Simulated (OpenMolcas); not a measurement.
V4+: moving or changing the point charges

V4+ among 6 point charges of -2.2 e arranged as a tetragonal octahedron (D4h), 1.89 Å from the ion, with the axial distance 2.268 Å.

| Property | Result |
| --- | --- |
| Program | OpenMolcas |
| Method | CASSCF |
| Basis | ANO-RCC-VDZP [5s4p2d1f] |
| Scalar Hamiltonian | DKH2, point nucleus |
| Active space | 1 electron in 5 orbitals (3d) |
| State averaging | 2S+1 = 2 even, 5 roots |
| Spin-orbit coupling | RASSI with atomic mean-field integrals over the reference wave functions |

Runs around this geometry, states (labels of D4, the rotations of D4h). Energies in cm-1 above the lowest state or level, χT in cm3 K/mol.

| R (Å) | q (e) | Axial / equatorial distance | Ground state | First state of that spin | First gap with spin-orbit (degeneracies) | χT at 300 K |
| --- | --- | --- | --- | --- | --- | --- |
| 1.89 | -1.76 | 1.2 | 2E | 2A1 1701 | 267.5 (2, 2) | 0.347 |
| 1.89 | -2.2 | 1.2 | 2E | 2A1 2034 | 263.2 (2, 2) | 0.345 |
| 2.07 | -2.2 | 1.2 | 2E | 2A1 1161 | 284.7 (2, 2) | 0.350 |
| 1.89 | -2.2 | 1.3 | 2E | 2A1 988.3 | 297.5 (2, 2) | 0.347 |

Taking the first state of the same spin as R^-n, n = -ln(1161 / 2034) / ln(2.07 / 1.89) = 6.2 between the shortest and longest distance.

Scaling the charges by -1.76 / -2.2 = 0.80 scales the first state of the same spin by 1701 / 2034 = 0.84; with fixed orbitals a first-order splitting would follow the charge.

An orbital doublet at a regular site is open to a Jahn-Teller distortion, which this geometry leaves out. Point charges carry no covalency, so the field is a model and not that of real ligands. No measured value stands beside these numbers.
